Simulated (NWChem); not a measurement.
Correlation energy of Bi

```xyz
1

Bi     0.0000     0.0000     0.0000
```
Charge 0, spin multiplicity 4.

Program: NWChem.

Basis set: def2-QZVP. Each correlation energy counts from its own Hartree-Fock reference.

Effective core potentials replace the inner electrons of Bi; spin-orbit coupling is left out. The correlated methods keep 4 core orbitals frozen. The stability of the SCF solutions was not checked. Open-shell Hartree-Fock references start from PBE0 orbitals. No row is a measurement; the coupled-cluster row has its own basis-set and correlation limits.

### Question
One of these methods gave a correlation energy of -486.8 mHa. Which?
A) SCS-UMP2
B) CCSD[T] on ROHF
C) CCSD on ROHF
D) UMP2

### Answer
D, UMP2. The others give -458.6 (CCSD[T] on ROHF), -424.4 (SCS-UMP2), -447.6 (CCSD on ROHF).
